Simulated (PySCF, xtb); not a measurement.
fulvene (C6H6), SMILES C=C1C=CC=C1.

Harmonic wavenumbers (cm⁻¹) from GFN2-xTB in xtb at its own minimum, in rising order: 179, 334, 457, 600, 662, 677, 778, 806, 811, 867, 867, 906, 925, 941, 1048, 1089, 1091, 1194, 1280, 1309, 1403, 1543, 1611, 1681, 3095, 3122, 3124, 3130, 3148, 3150.

Q: What does PBE-D3(BJ)/def2-SVP (PySCF) give at its own minimum? (Estimate from the structure and the level; the computed values follow.)

A: 206, 334, 476, 628, 661, 670, 751, 772, 779, 893, 900, 920, 921, 928, 1000, 1049, 1054, 1204, 1302, 1321, 1389, 1505, 1580, 1665, 3076, 3142, 3152, 3171, 3175, 3178. Paired by order, the mean absolute difference is 23 cm⁻¹ and the zero-point energies are 59.8 and 59.8 kcal/mol.
